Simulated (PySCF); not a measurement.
ClH2MoNS2, multiplicity 1. Atoms are numbered in the order given.

```xyz
7

Mo     0.1252    -0.0976    -0.1268
N      0.8100    -1.1372    -1.3278
H      1.5414    -1.7823    -1.6583
S      1.3177    -0.1339     1.6365
Cl    -0.0416     2.0294    -0.9471
S     -1.9182    -1.1305     0.2967
H     -2.1569    -0.4267     1.4448
```
Charge 0, spin multiplicity 1.

Coordinates come from a PBE-D3(BJ)/def2-SVP optimisation. The spin state was assumed, not searched. The structure was generated by enumeration; whether it is a known compound was not checked. The def2 effective core potentials stand for the cores of Mo; spin–orbit coupling is left out. The values are those of a single conformer.

These are M06-2X/def2-TZVP run with PySCF values and carry that method's errors.

ESP charges are fitted to the potential on shells at 1.4 to 2.0 van der Waals radii. Atomic charges (e):

| atom | ESP fit | Mulliken | Löwdin |
|---|---|---|---|
| Mo1 | 0.26 | 1.19 | -0.26 |
| N2 | -0.34 | -0.63 | -0.29 |
| H3 | 0.33 | 0.28 | 0.18 |
| S4 | -0.13 | -0.32 | 0.14 |
| Cl5 | -0.13 | -0.36 | 0.04 |
| S6 | -0.18 | -0.35 | 0.11 |
| H7 | 0.19 | 0.19 | 0.07 |
